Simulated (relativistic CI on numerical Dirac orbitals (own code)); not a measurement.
# Sc+ in a cubic cluster: L2,3 absorption with charge transfer

Computed with a charge-transfer multiplet model of a cubic metal-ligand cluster with up to one ligand hole, Slater and spin-orbit integrals from Dirac-Coulomb-Breit ions, Slater integrals scaled by 0.8. The ground state mixes d2 with configurations of k ligand holes L, whose averages lie at kΔ + k(k − 1)U_dd/2; a core hole lowers each added d electron by U_cd. 300 K, Lorentzian 0.4 eV and Gaussian 0.3 eV FWHM.

Atomic integrals in eV (Slater integrals scaled, ζ unscaled), ground: F2dd 4.710, F4dd 2.885, zeta_d 0.005; with the core hole: F2dd 5.665, F4dd 3.487, zeta_d 0.011, zeta_core 3.011, F2cd 2.887, G1cd 1.958, G3cd 1.107.

Cluster parameters (eV): Δ = 7.1, U_dd = 4.9, U_cd = 5.4, 10Dq = 1.2, 10Dq(ligand) = 0.3, final-state hopping factor = 1.

| Case | n_d | d2 | d3L | S |
| --- | --- | --- | --- | --- |
| V(eg) = 0.65 eV, V(t2g) = -0.29 eV | 2.03 | 0.97 | 0.03 | 1.00 |
| V(eg) = 1.55 eV, V(t2g) = -0.69 eV | 2.13 | 0.87 | 0.13 | 1.00 |
| V(eg) = 2.45 eV, V(t2g) = -1.09 eV | 2.21 | 0.79 | 0.21 | 1.00 |

Weights, n_d and S are thermal averages at 300 K. Photon energies count from the first peak over 30 % of the highest in each spectrum, which can be another peak from case to case. The parameters are a model scan and need not match a compound or its usual spin state. Peaks in eV (height, largest 100):
- V(eg) = 0.65 eV, V(t2g) = -0.29 eV: -2.5 (11), 0.0 (100), 2.0 (35), 3.8 (67), 4.5 (66)
- V(eg) = 1.55 eV, V(t2g) = -0.69 eV: -2.7 (12), 0.0 (100), 1.9 (38), 3.7 (70), 4.5 (67)
- V(eg) = 2.45 eV, V(t2g) = -1.09 eV: -1.9 (13), 0.0 (48), 0.9 (100), 2.7 (41), 4.6 (70), 5.5 (69)

Curve for V(eg) = 0.65 eV, V(t2g) = -0.29 eV (points under 2 left out, the grid thinned):

E (eV), Intensity and a bar:
```
     -3.5        2.2 
     -3.3        3.0 
     -3.0        6.1 #
     -2.8        9.6 ##
     -2.5       11.3 ###
     -2.3       10.2 ###
     -2.0       10.6 ###
     -1.8       16.0 ####
     -1.6       25.1 #######
     -1.3       37.1 ###########
     -1.1       43.2 #############
     -0.8       47.5 ##############
     -0.6       51.4 ###############
     -0.3       76.5 #######################
     -0.1       96.6 ##############################
      0.1       97.8 ##############################
      0.4       77.6 ########################
      0.6       61.5 ###################
      0.9       37.7 ###########
      1.1       28.1 ########
      1.4       24.3 #######
      1.6       27.2 ########
      1.9       33.9 ##########
      2.1       33.3 ##########
      2.3       25.4 #######
      2.6       18.4 #####
      2.8       23.2 #######
      3.1       35.1 ##########
      3.3       43.4 #############
      3.6       62.5 ###################
      3.8       67.0 ####################
      4.0       60.2 ##################
      4.3       60.6 ##################
      4.5       66.1 ####################
      4.8       55.0 #################
      5.0       51.0 ###############
      5.3       33.8 ##########
      5.5       22.1 ######
      5.7       14.7 ####
      6.0        8.6 ##
      6.2        6.5 #
      6.5        4.5 #
      6.7        3.6 
      7.0        2.7 
      7.2        2.1
```

For the case V(eg) = 1.55 eV, V(t2g) = -0.69 eV, Δ = 7.1 eV is larger than U_dd = 4.9 eV, the Mott-Hubbard side of the Zaanen-Sawatzky-Allen scheme. With the core hole the configuration with one ligand hole lies at Δ + U_dd − U_cd = 6.6 eV above the one without, against Δ in the ground state. The added d electron screens the hole, so the order of the configurations is kept and charge-transfer satellites are weaker than in photoemission.

With at most 1 ligand hole the space is cut while the next configuration still counts, so covalency is underestimated, and a final configuration with one more ligand hole, which can lie low, is missing from the spectra.
